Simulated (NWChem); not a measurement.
C₃H₄OSe; SMILES [SeH][C@H]1C=CO1

```xyz
9

Se     0.0092    -1.2161    -0.1609
C      0.1361     0.5883     0.5819
C      1.0464     1.5987    -0.0506
C     -0.0764     2.2191    -0.4404
O     -0.9979     1.3421     0.0841
H      1.1181    -1.7309     0.6585
H      0.1211     0.5431     1.6810
H      2.1198     1.7375    -0.1328
H     -0.3988     3.1114    -0.9813
```
Atoms are numbered in this order, from 1.

Level: PBE0/def2-SVP (NWChem), optimised geometry, unscaled harmonic frequencies. This build's default masses of Se (78.918 u) and Br (79.917 u) are each other's, which moves their modes by up to 0.6 %.

Problem. List the harmonic frequencies with IR intensities, and the thermochemistry.

Solution. 
```tsv
frequency (cm⁻¹)	IR intensity (km/mol)
89	8.5
200	2.5
254	3.5
422	7.0
708	73.8
713	1.7
819	25.0
903	8.8
940	20.9
966	11.3
983	16.1
1066	75.8
1166	32.6
1193	13.9
1234	39.6
1324	17.4
1653	14.3
2453	16.5
3135	4.4
3252	2.4
3326	2.4
```

| Item | Value |
|---|---|
| zero-point energy | 38.3 kcal/mol |
| thermal correction to the enthalpy at 298.15 K (with zero-point energy) | 42.3 kcal/mol |
| heat capacity Cv | 18.0 cal/(mol K) |
| entropy at 298.15 K and 1 atm (symmetry number 1) | 77.1 cal/(mol K) |
| dipole moment | 1.99 D |

Rigid rotor and harmonic oscillator; modes under 100 cm⁻¹ make the entropy uncertain.
